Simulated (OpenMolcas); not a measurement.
Computed levels of 5d5 in ions with 73 electrons, in cm-1 above 6S 5/2.

```
Program             : OpenMolcas 26.06
Method              : MS-CASPT2, IPEA 0.25 Eh, imaginary shift 0.1 Eh
Basis               : ANO-R2
Scalar Hamiltonian  : X2C, finite nucleus
Spin-orbit coupling : RASSI with atomic mean-field integrals over the reference wave functions, term energies averaged over their components
```

Active space for each ion: 5 electrons in 10 orbitals (5d 6d); closed shells correlated by CASPT2: 5s 5p.

```json
{"Level": "4G 7/2", "Re2+": "18780", "Ir4+": "23790", "Pt5+": "25760", "Au6+": "27700"}
{"Level": "4G 11/2", "Re2+": "19840", "Ir4+": "25310", "Pt5+": "27600", "Au6+": "29850"}
{"Level": "4G 9/2", "Re2+": "20220", "Ir4+": "26190", "Pt5+": "28800", "Au6+": "31400"}
{"Level": "4P 1/2", "Re2+": "21010", "Ir4+": "27810", "Pt5+": "30600", "Au6+": "33370"}
{"Level": "4D 7/2", "Re2+": "23210", "Ir4+": "31130", "Pt5+": "34690", "Au6+": "38250"}
{"Level": "4D 1/2", "Re2+": "25690", "Ir4+": "35400", "Pt5+": "39920", "Au6+": "44570"}
{"Level": "2I 11/2", "Re2+": "28730", "Ir4+": "36980", "Pt5+": "40840", "Au6+": "44870"}
{"Level": "2I 13/2", "Re2+": "31200", "Ir4+": "40710", "Pt5+": "45240", "Au6+": "49910"}
{"Level": "2H 9/2", "Re2+": "35660", "Ir4+": "46980", "Pt5+": "52150", "Au6+": "57400"}
```

Q: Estimate 4G 7/2, 4G 11/2 for Os3+ from its neighbours Re2+ and Ir4+.

A: 4G 7/2 is another term, which grows about linearly with the charge: (18780 + 23790) / 2 = 21285. The calculation gives 21490, so the estimate is off by -1.0 %.
4G 11/2 is another term, which grows about linearly with the charge: (19840 + 25310) / 2 = 22575. The calculation gives 22740, so the estimate is off by -0.7 %.

Mixed levels, with the weight of the term that names them: Re2+ 4G 7/2 (71 %), Re2+ 4P 1/2 (61 %), Re2+ 4D 7/2 (74 %), Re2+ 4D 1/2 (64 %), Re2+ 2H 9/2 (50 %), Os3+ 4G 7/2 (68 %), Os3+ 4P 1/2 (60 %), Os3+ 4D 7/2 (71 %), Os3+ 4D 1/2 (64 %), Os3+ 2H 9/2 (51 %), Ir4+ 4G 7/2 (64 %), Ir4+ 4P 1/2 (59 %), Ir4+ 4D 7/2 (66 %), Ir4+ 4D 1/2 (65 %), Ir4+ 2I 11/2 (73 %), Ir4+ 2H 9/2 (51 %), Pt5+ 4G 7/2 (60 %), Pt5+ 4P 1/2 (59 %), Pt5+ 4D 7/2 (61 %), Pt5+ 4D 1/2 (66 %), Pt5+ 2I 11/2 (71 %), Pt5+ 2H 9/2 (51 %), Au6+ 4G 7/2 (57 %), Au6+ 4G 11/2 (71 %), Au6+ 4P 1/2 (59 %), Au6+ 4D 7/2 (54 %), Au6+ 4D 1/2 (67 %), Au6+ 2I 11/2 (68 %), Au6+ 2H 9/2 (51 %).

CASPT2 does not keep the components of a term degenerate, so their means are used; among the terms shown or strongly mixed into the levels shown the widest spread is 950 cm-1 (5d5 2I, Au6+). Active for correlation alone: 6d; no level in the range computed is led by a configuration that fills it, so any true level of that kind is missing. The CASPT2 spread within a term exceeds the gap to the next term for 5d5 2F(1) and 5d5 4F, so the order of their levels is uncertain, and so are names and mixing where such terms share a J (holds for Re2+). Only configurations of the active space appear.

A number in round brackets counts repeated terms of one configuration in the order of the reference energies.
